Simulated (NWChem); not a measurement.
System: CH$_{6}$FNSi; SMILES C(N)[SiH2]F

The following NWChem deck was run.

```
start job
memory heap 200 mb stack 900 mb global 1100 mb
geometry units angstroms noautosym nocenter noautoz
  N      0.081269     2.144085     0.000000
  C     -0.711694     0.915906     0.000000
  Si     0.412327    -0.590911     0.000000
  F     -0.405732    -2.002267     0.000000
  H      0.683687     2.202594     0.818846
  H      0.683687     2.202594    -0.818846
  H     -1.381554     0.912954    -0.876185
  H     -1.381554     0.912954     0.876185
  H      1.275403    -0.559434     1.218318
  H      1.275403    -0.559434    -1.218318
end
basis spherical
  * library 6-311g**
end
dft
  xc xpbe96 cpbe96
  iterations 150
end
tddft
  cis
  ecut -63.0
  nroots 6
  notriplet
end
task tddft energy
```

Parts of the log:

```
             Northwest Computational Chemistry Package (NWChem) 7.3.0
             --------------------------------------------------------

                             Geometry "geometry" -> ""
                             -------------------------

 Output coordinates in angstroms (scale by  1.889725989 to convert to a.u.)

  No.       Tag          Charge          X              Y              Z
 ---- ---------------- ---------- -------------- -------------- --------------
    1 N                    7.0000     0.08126900     2.14408500     0.00000000
    2 C                    6.0000    -0.71169400     0.91590600     0.00000000
    3 Si                  14.0000     0.41232700    -0.59091100     0.00000000
    4 F                    9.0000    -0.40573200    -2.00226700     0.00000000
    5 H                    1.0000     0.68368700     2.20259400     0.81884600
    6 H                    1.0000     0.68368700     2.20259400    -0.81884600
    7 H                    1.0000    -1.38155400     0.91295400    -0.87618500
    8 H                    1.0000    -1.38155400     0.91295400     0.87618500
    9 H                    1.0000     1.27540300    -0.55943400     1.21831800
   10 H                    1.0000     1.27540300    -0.55943400    -1.21831800

 Effective nuclear repulsion energy (a.u.)     173.2786441966

  pbe96 is a nonlocal functional; adding pw91lda local functional.

                                 NWChem DFT Module
                                 -----------------

 Summary of "ao basis" -> "ao basis" (spherical)
 ------------------------------------------------------------------------------
       Tag                 Description            Shells   Functions and Types
 ---------------- ------------------------------  ------  ---------------------
 N                          6-311g**                 8       18   4s3p1d
 C                          6-311g**                 8       18   4s3p1d
 Si                         6-311g**                12       26   6s5p1d
 F                          6-311g**                 8       18   4s3p1d
 H                          6-311g**                 4        6   3s1p

            General Information
            -------------------
          SCF calculation type: DFT
          Wavefunction type:  closed shell.
          No. of atoms     :    10
          No. of electrons :    42
           Alpha electrons :    21
            Beta electrons :    21
          Charge           :     0
          Spin multiplicity:     1
          Use of symmetry is: off; symmetry adaption is: off
          Maximum number of iterations: 150
          AO basis - number of functions:   116
                     number of shells:    60
          Convergence on energy requested:  1.00D-06
          Convergence on density requested:  1.00D-05
          Convergence on gradient requested:  5.00D-04

              XC Information
              --------------
          PerdewBurkeErnzerhof Exchange Functional  1.000
            Perdew 1991 LDA Correlation Functional  1.000 local
           PerdewBurkeErnz. Correlation Functional  1.000 non-local

             Grid Information
             ----------------
          Grid used for XC integration:  medium
          Radial quadrature: Mura-Knowles
          Angular quadrature: Lebedev.
          Tag              B.-S. Rad. Rad. Pts. Rad. Cut. Ang. Pts.
          ---              ---------- --------- --------- ---------
          N                   0.65       49          10.0       434
          C                   0.70       49           9.0       434
          Si                  1.10       88          10.0       590
          F                   0.50       49          11.0       434
          H                   0.35       45          11.0       434
          Grid pruning is: on
          Number of quadrature shells:   505
          Spatial weights used:  Erf1

      Superposition of Atomic Density Guess
      -------------------------------------

 Sum of atomic energies:        -483.21595789

      Non-variational initial energy
      ------------------------------

 Total energy =    -484.862382
 1-e energy   =   -1011.111531
 2-e energy   =     352.970505
 HOMO         =      -0.279669
 LUMO         =       0.027966

   convergence    iter        energy       DeltaE   RMS-Dens  Diis-err
 ---------------- ----- ----------------- --------- --------- ---------
 d= 0,ls=0.0,diis     1   -485.4512430332 -6.59D+02  1.35D-02  1.34D+00
 d= 0,ls=0.0,diis     2   -485.3301658198  1.21D-01  9.90D-03  2.41D+00
 d= 0,ls=0.0,diis     3   -485.5161164860 -1.86D-01  2.15D-03  2.89D-01
 d= 0,ls=0.0,diis     4   -485.5350273929 -1.89D-02  9.52D-04  1.36D-02
 d= 0,ls=0.0,diis     5   -485.5361031096 -1.08D-03  3.35D-04  4.55D-03
  Resetting Diis
 d= 0,ls=0.0,diis     6   -485.5365736349 -4.71D-04  7.55D-05  1.69D-04
 d= 0,ls=0.0,diis     7   -485.5365917174 -1.81D-05  3.46D-05  6.74D-06
 d= 0,ls=0.0,diis     8   -485.5365906250  1.09D-06  2.18D-05  1.97D-05
 d= 0,ls=0.0,diis     9   -485.5365923288 -1.70D-06  3.35D-06  5.12D-07
 d= 0,ls=0.0,diis    10   -485.5365923684 -3.96D-08  7.12D-07  2.21D-08

         Total DFT energy =     -485.536592368367
      One electron energy =    -1014.816716728202
           Coulomb energy =      401.661244896648
    Exchange-Corr. energy =      -45.659764733393
 Nuclear repulsion energy =      173.278644196581

 Numeric. integr. density =       41.999991190016

                       DFT Final Molecular Orbital Analysis
                       ------------------------------------

 Vector   19  Occ=2.000000D+00  E=-3.134029D-01
              MO Center=  7.5D-02, -6.8D-02,  4.5D-07, r^2= 3.7D+00
   Bfn.  Coefficient  Atom+Function         Bfn.  Coefficient  Atom+Function
  ----- ------------  ---------------      ----- ------------  ---------------
    73      0.226414   4 F  px               69      0.222577   4 F  px
    65      0.159221   4 F  px               28      0.155658   2 C  s
    25      0.144476   2 C  px               29      0.142671   2 C  px
    26     -0.140295   2 C  py               52     -0.132284   3 Si px
   106     -0.132889   9 H  s               112     -0.132889  10 H  s

 Vector   20  Occ=2.000000D+00  E=-2.911651D-01
              MO Center=  7.0D-01, -7.3D-01, -4.5D-07, r^2= 2.8D+00
   Bfn.  Coefficient  Atom+Function         Bfn.  Coefficient  Atom+Function
  ----- ------------  ---------------      ----- ------------  ---------------
   107      0.240619   9 H  s               113     -0.240619  10 H  s
   106      0.232697   9 H  s               112     -0.232698  10 H  s
    75     -0.216862   4 F  pz               71     -0.209312   4 F  pz
    54      0.196318   3 Si pz               67     -0.149815   4 F  pz
   105      0.133915   9 H  s               111     -0.133916  10 H  s

 Vector   21  Occ=2.000000D+00  E=-1.979344D-01
              MO Center= -9.6D-02,  1.6D+00,  9.1D-09, r^2= 2.3D+00
   Bfn.  Coefficient  Atom+Function         Bfn.  Coefficient  Atom+Function
  ----- ------------  ---------------      ----- ------------  ---------------
    12      0.377620   1 N  py                8      0.252553   1 N  py
    11     -0.241257   1 N  px               28      0.228411   2 C  s
     7     -0.204879   1 N  px                4      0.182927   1 N  py
    41      0.178656   3 Si s                 6      0.159431   1 N  s
    29      0.151960   2 C  px                3     -0.144246   1 N  px

 Vector   22  Occ=0.000000D+00  E=-2.547805D-02
              MO Center=  5.4D-01,  7.0D-02,  8.5D-08, r^2= 5.2D+00
   Bfn.  Coefficient  Atom+Function         Bfn.  Coefficient  Atom+Function
  ----- ------------  ---------------      ----- ------------  ---------------
    56      0.641387   3 Si py               10     -0.458262   1 N  s
    53      0.360871   3 Si py               72      0.360234   4 F  s
    28     -0.302338   2 C  s                83      0.294962   5 H  s
    89      0.294962   6 H  s                55      0.290803   3 Si px
    30      0.206230   2 C  py               42      0.186561   3 Si s

 Vector   23  Occ=0.000000D+00  E= 1.149757D-02
              MO Center= -2.6D-01,  1.7D-01,  1.6D-07, r^2= 6.2D+00
   Bfn.  Coefficient  Atom+Function         Bfn.  Coefficient  Atom+Function
  ----- ------------  ---------------      ----- ------------  ---------------
    28      1.037159   2 C  s                55      0.947524   3 Si px
   107     -0.718810   9 H  s               113     -0.718810  10 H  s
    42      0.670358   3 Si s                10      0.524166   1 N  s
    95     -0.461779   7 H  s               101     -0.461779   8 H  s
    29     -0.400724   2 C  px               83     -0.316906   5 H  s

[...]

                                NWChem TDDFT Module
                                -------------------

            General Information
            -------------------
           No. of orbitals :     232
            Alpha orbitals :     116
             Beta orbitals :     116
        Alpha frozen cores :       0
         Beta frozen cores :       0
     Alpha frozen virtuals :       0
      Beta frozen virtuals :       0
         Spin multiplicity :       1
    Number of AO functions :     116
        Use of symmetry is : off
      Symmetry adaption is : off
         Schwarz screening :  0.10D-07

              XC Information
              --------------
   PerdewBurkeErnzerhof Exchange Functional   1.00
     Perdew 1991 LDA Correlation Functional   1.00 local
    PerdewBurkeErnz. Correlation Functional   1.00 non-local

             TDDFT Information
             -----------------
          Calculation type : Tamm-Dancoff TDDFT
         Wavefunction type : Restricted singlets
          No. of electrons :      42
           Alpha electrons :      21
            Beta electrons :      21
              No. of roots :       6
          Max subspacesize :    5200
            Max iterations :     100
               Target root :       1
           Target symmetry : none
             Energy Cutoff :-0.63D+02
      Symmetry restriction : off
                 Algorithm : Optimal
        Davidson threshold :  0.10D-03

    6 smallest eigenvalue differences (eV)
--------------------------------------------------------
  No. Spin  Occ  Vir  Irrep   E(Occ)    E(Vir)   E(Diff)
--------------------------------------------------------
    1    1    1   22 a       -65.416    -0.025  1779.359
    2    1    1   23 a       -65.416     0.011  1780.365
    3    1    1   24 a       -65.416     0.044  1781.249
    4    1    1   25 a       -65.416     0.056  1781.568
    5    1    1   26 a       -65.416     0.060  1781.684
    6    1    1   27 a       -65.416     0.061  1781.726
--------------------------------------------------------

  Entering Davidson iterations
  Restricted singlet excited states

  Iter   NTrls   NConv    DeltaV     DeltaE      Time
  ----  ------  ------  ---------  ---------  ---------
    1      6       0     0.13E+00   0.10+100        5.1
    2     12       3     0.54E-03   0.89E-03        5.1
    3     15       6     0.49E-04   0.79E-07        4.2
  ----  ------  ------  ---------  ---------  ---------
  Convergence criterion met

  Ground state a        -485.536592368367 a.u.

  ----------------------------------------------------------------------------
  Root   1 singlet a             65.392215360 a.u.             1779.4135 eV
  ----------------------------------------------------------------------------
     Transition Moments    X -0.00218   Y -0.00572   Z  0.00000
     Dipole Oscillator Strength                    0.0016343963
     Electric Quadrupole                           0.0001211621
     Magnetic Dipole                               0.0001168351
     Total Oscillator Strength                     0.0018723935

     Occ.    1  a   ---  Virt.   22  a       -0.99967
  ----------------------------------------------------------------------------
  Root   2 singlet a             65.428172530 a.u.             1780.3919 eV
  ----------------------------------------------------------------------------
     Transition Moments    X  0.00441   Y  0.00032   Z -0.00000
     Dipole Oscillator Strength                    0.0008525324
     Electric Quadrupole                           0.0000622873
     Magnetic Dipole                               0.0000646685
     Total Oscillator Strength                     0.0009794882

     Occ.    1  a   ---  Virt.   23  a        0.99928
  ----------------------------------------------------------------------------
  Root   3 singlet a             65.463358225 a.u.             1781.3494 eV
  ----------------------------------------------------------------------------
     Transition Moments    X -0.00235   Y -0.00308   Z  0.00000
     Dipole Oscillator Strength                    0.0006551793
     Electric Quadrupole                           0.0000407636
     Magnetic Dipole                               0.0000603778
     Total Oscillator Strength                     0.0007563206

     Occ.    1  a   ---  Virt.   24  a       -0.97767
     Occ.    1  a   ---  Virt.   26  a        0.20362
  ----------------------------------------------------------------------------
  Root   4 singlet a             65.472346224 a.u.             1781.5939 eV
  ----------------------------------------------------------------------------
     Transition Moments    X  0.00000   Y -0.00000   Z  0.00391
     Dipole Oscillator Strength                    0.0006675376
     Electric Quadrupole                           0.0000371291
     Magnetic Dipole                               0.0000685425
     Total Oscillator Strength                     0.0007732092

     Occ.    1  a   ---  Virt.   25  a        0.97880
     Occ.    1  a   ---  Virt.   27  a       -0.20420
  ----------------------------------------------------------------------------
  Root   5 singlet a             65.478841633 a.u.             1781.7707 eV
  ----------------------------------------------------------------------------
     Transition Moments    X  0.00000   Y -0.00000   Z  0.00637
     Dipole Oscillator Strength                    0.0017704112
     Electric Quadrupole                           0.0001125596
     Magnetic Dipole                               0.0001825688
     Total Oscillator Strength                     0.0020655396

     Occ.    1  a   ---  Virt.   25  a        0.20370
     Occ.    1  a   ---  Virt.   27  a        0.97863
  ----------------------------------------------------------------------------
  Root   6 singlet a             65.479751156 a.u.             1781.7954 eV
  ----------------------------------------------------------------------------
     Transition Moments    X  0.00342   Y -0.00221   Z -0.00000
     Dipole Oscillator Strength                    0.0007250861
     Electric Quadrupole                           0.0000548953
     Magnetic Dipole                               0.0000113373
     Total Oscillator Strength                     0.0007913187

     Occ.    1  a   ---  Virt.   24  a        0.19670
     Occ.    1  a   ---  Virt.   26  a        0.97249
     Occ.    1  a   ---  Virt.   28  a        0.11921

              Target root =      1
          Target symmetry = none
      Ground state energy =   -485.536592368367
        Excitation energy =     65.392215359957
     Excited state energy =   -420.144377008410

  stored tddft:energy   -420.14437700840983
```

Level: PBE/6-311G** (spherical d), restricted-window TDA. The geometry was optimised at PBE0/def2-SVP. The quadrupole and magnetic terms of the printed total strengths depend on the origin.
